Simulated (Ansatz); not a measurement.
Harmonic frequencies (cm⁻¹) at PBE0-D4/def2-TZVP from Ansatz: 35, 107, 151, 186, 211, 218, 246, 299, 304, 326, 353, 372, 401, 413, 654, 805, 808, 855, 907, 954, 970, 1044, 1098, 1124, 1174, 1242, 1346, 1443, 1470, 1476, 1486, 1503, 1528, 2985, 2991, 3025, 3034, 3124, 3149, 3927, 3931, 3940.

Each molecule was computed in one conformer, which needn't be the lowest.

(1) Which molecule is it?
A. `C[SiH2]N(C)C`
B. `CN(C)[Si](O)(O)O`
C. `N[Si](N)(N)O`
D. `C=C[Si](O)(O)O`

Answers

(1) B.
